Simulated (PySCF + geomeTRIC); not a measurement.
Species: CH6NOSi, SMILES `C[N][SiH2]O` (C–N–Si–O torsion -164°, N–Si–O–H torsion -42°) (charge 0, multiplicity 2).

Problem. Give a relaxed geometry from PBE0-D4/def2-TZVP (PySCF + geomeTRIC).

Solution. One answer among several that fit: the end point of this relaxation, one of several conformers (outside a Z-matrix the atoms follow the SMILES, hydrogens last).
Bond lengths (Å): C1–N2 1.418, C1–H5 1.100, C1–H6 1.103, C1–H7 1.094, N2–Si3 1.733, Si3–O4 1.638, Si3–H8 1.492, Si3–H9 1.486, O4–H10 0.959. Angles (°): N2–C1–H5 114.2, N2–C1–H6 108.7, N2–C1–H7 111.7, H5–C1–H6 105.7, H5–C1–H7 109.3, H6–C1–H7 106.7, C1–N2–Si3 123.5, N2–Si3–O4 109.9, N2–Si3–H8 105.6, N2–Si3–H9 113.4, O4–Si3–H8 112.1, O4–Si3–H9 105.6, H8–Si3–H9 110.4, Si3–O4–H10 116.7.
